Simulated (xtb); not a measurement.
C₂H₅ClOSi, SMILES [Si@H](Cl)(O)C=C. All values are semi-empirical tight-binding results from xtb (GFN2-xTB unless named), good for trends rather than for accurate numbers. Coordinates come from a GFN2-xTB optimisation. The structure was generated by enumeration; whether it is a known compound was not checked. One conformer was computed; it need not be the lowest.

Optimised geometry:

Bonds (Å): C1–C2 1.325, C1–H6 1.078, C1–H7 1.079, C2–Si3 1.885, C2–H8 1.083, Si3–O4 1.622, Si3–Cl5 2.032, Si3–H9 1.452, O4–H10 0.954. Bond angles (°): C2–C1–H6 121.6, C2–C1–H7 122.6, H6–C1–H7 115.8, C1–C2–Si3 124.4, C1–C2–H8 118.1, Si3–C2–H8 117.5, C2–Si3–O4 112.8, C2–Si3–Cl5 107.0, C2–Si3–H9 114.9, O4–Si3–Cl5 110.0, O4–Si3–H9 101.6, Cl5–Si3–H9 110.6, Si3–O4–H10 123.4.

The orbital gap comes out as 4.39 eV, the dipole moment is 2.15 D and the zero-point energy is 40.6 kcal/mol. The G − E(el) at 298.15 K (modified RRHO) is 20.5 kcal/mol, the static polarisability (D4 model) is 72.4 bohr³ and the solvation energy, GFN2-xTB/ALPB(water) is -4.8 kcal/mol. The solvation energy, GFN2-xTB/ALPB(octanol) comes out as -6.7 kcal/mol.

Give the atomic charges and the Wiberg bond orders between heavy atoms. (An estimate is asked for; the answer gives what the named calculation found.)

charges (e) C1 -0.07, C2 -0.13, Si3 0.55, O4 -0.46, Cl5 -0.28, H6 0.04, H7 0.04, H8 0.04, H9 -0.04, H10 0.31. Bond orders C1–C2 1.99, C2–Si3 0.89, Si3–O4 1.20, Si3–Cl5 1.02.
